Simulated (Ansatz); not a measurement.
Geometry optimisation, Ansatz 0.2.0, RKS PBE/def2-SVP.

input.yaml

```yaml
crystal:
  periodic: [false, false, false]
  atoms:
    - { symbol: Ge, position_ang: [0.0, 0.0, 0.0] }
    - { symbol: Cl, position_ang: [0.0, 0.0, 2.57] }
    - { symbol: O, position_ang: [1.6691, 0.0, -0.5894] }
    - { symbol: H, position_ang: [1.9855, -0.9521, -0.7061] }
    - { symbol: O, position_ang: [-0.8337, 1.4443, -0.5894] }
    - { symbol: H, position_ang: [-1.7915, 1.2136, -0.8118] }
    - { symbol: O, position_ang: [-0.8337, -1.4443, -0.5894] }
    - { symbol: H, position_ang: [-1.2883, -1.91, 0.183] }
    - { symbol: Br, position_ang: [1.416, 2.1354, 0.8514] }
    - { symbol: H, position_ang: [0.8044, 1.2131, 2.1355] }
basis:
  gaussian: { orbitals: def2-SVP }
hamiltonian:
  xc: pbe
relax:
  f_tol: 0.15
  max_steps: 25
  restrain:
    - { distance: [0, 8], at: 2.4, k: 30.0 }
    - { distance: [9, 1], at: 1.37, k: 30.0 }
    - { distance: [0, 1], at: 3.42, k: 30.0 }
    - { distance: [9, 8], at: 2.75, k: 30.0 }
```

Run as:

```bash
$ ansatz run input.yaml --threads 4 --pin off --max-ram 5120MiB --backend cpu --events-out ev --progress --plain --runs-dir out
```

Problem. Where does it end, and by what steps?

Solution. The forces met the threshold. The restraints hold the end off the free minimum. After 19 steps the energy has fallen by 2.020 eV (the restraints' own energy left out); H8 moved furthest, 1.72 Å. Parted: Br9–H10 (1.70 → 2.74 Å).

```csv
step,energy less start (eV),largest force component (eV/Å),accepted
0,0.0000,2.992,yes
1,0.3003,2.451,yes
2,0.5326,2.099,yes
3,0.0452,1.336,yes
4,-0.6681,0.608,yes
5,-0.9592,0.960,yes
6,-1.2022,0.888,yes
7,-1.4074,0.817,yes
8,-1.5543,0.727,yes
9,-1.6495,0.761,yes
10,-1.7019,0.799,yes
11,-1.7564,1.020,yes
12,-1.8460,0.895,yes
13,-1.9104,0.997,yes
14,-1.9508,0.879,yes
15,-1.9871,0.726,yes
16,-2.0106,0.578,yes
17,-2.0132,0.581,yes
18,-1.8240,3.292,no
19,-2.0199,0.572,yes
```

```xyz
10
Properties=species:S:1:pos:R:3
Ge 0.397 0.213 -0.255
Cl -1.215 0.182 2.773
O 1.036 -0.035 -1.895
H 1.573 -0.850 -1.929
O -1.087 1.170 -0.434
H -1.357 1.126 -1.374
O 0.254 -1.401 0.464
H -0.178 -1.306 1.343
Br 1.894 1.559 1.025
H -0.190 1.043 2.736
```

Run time: 39 s on 4 threads of Arm Neoverse V2, on a shared host, peak memory 0.25 GiB.
